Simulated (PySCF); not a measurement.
Cl3H2NTi, charge -1, multiplicity 2. Atoms are numbered in the order given.

```xyz
7

Ti    -0.0099     0.2162     0.0000
Cl     1.1434    -0.4740    -1.9152
Cl     1.1434    -0.4740     1.9152
Cl    -2.2357    -0.5264     0.0000
N     -0.0564     2.1274     0.0000
H     -0.1280     2.7083    -0.8322
H     -0.1280     2.7083     0.8322
```
Charge -1, spin multiplicity 2.

Coordinates come from a B3LYP-D3(BJ)/def2-SVPD optimisation. The multiplicity is an assumed one; no other spin state was optimised. The isomer is the one that the SMILES or the coordinates give; other isomers of the formula were not compared. Other conformers were not sampled.

Computed with r2SCAN/def2-SVPD in PySCF.

Mulliken values depend strongly on the basis, most of all with diffuse functions as here. ESP charges are fitted to the potential on shells at 1.4 to 2.0 van der Waals radii. Atomic charges (e):

| atom | ESP fit | Mulliken | meta-Löwdin | Mulliken spin |
|---|---|---|---|---|
| Ti1 | 0.88 | 1.31 | (withheld) | 1.07 |
| Cl2 | -0.50 | -0.63 | (withheld) | -0.01 |
| Cl3 | -0.50 | -0.63 | (withheld) | -0.01 |
| Cl4 | -0.52 | -0.63 | (withheld) | -0.02 |
| N5 | -1.02 | -0.18 | (withheld) | -0.05 |
| H6 | 0.33 | -0.11 | (withheld) | 0.01 |
| H7 | 0.33 | -0.11 | (withheld) | 0.01 |

Task: Complete the blanks. (The exact figures need the calculation; the answer reports its results.)

Result: 
- Ti1, meta-Löwdin: 1.12
- Cl2, meta-Löwdin: -0.60
- Cl3, meta-Löwdin: -0.60
- Cl4, meta-Löwdin: -0.61
- N5, meta-Löwdin: -0.69
- H6, meta-Löwdin: 0.18
- H7, meta-Löwdin: 0.18
